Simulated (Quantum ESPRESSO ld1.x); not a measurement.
Values are calculated unless marked as measured or tabulated.
Problem. Ag V, 43 electrons, occupied as [Kr] 4d7. Level of theory: Dirac Kohn-Sham, RPBE, spin-unpolarised, spherical densities, point nucleus; open shells fill j = l - 1/2 first (ld1.x of Quantum ESPRESSO 7.5). Some entries of the table are withheld. Estimate them.

orbital,occ.,eigenvalue (hartree),r(max) (bohr)
1s1/2,2,-932.512,0.02015
2s1/2,2,-139.092,0.1141
2p1/2,2,-129.387,0.08820
2p3/2,4,-122.944,0.09245
3s1/2,2,(1),0.3327
3p1/2,2,-23.3792,0.3192
3p3/2,4,-22.2414,0.3291
3d3/2,4,-15.4251,0.2722
3d5/2,6,-15.1959,0.2750
4s1/2,2,(2),0.8201
4p1/2,2,-4.32003,0.8551
4p3/2,4,-4.12501,0.8789
4d3/2,4,-2.21225,0.9917
4d5/2,3,-2.18573,1.001
5s1/2,0,-1.57805,2.014
5p1/2,0,-1.27656,2.271
5p3/2,0,-1.24720,2.329

Solution. 
(1) 3s1/2 eigenvalue (hartree): -27.2362
(2) 4s1/2 eigenvalue (hartree): -5.55078
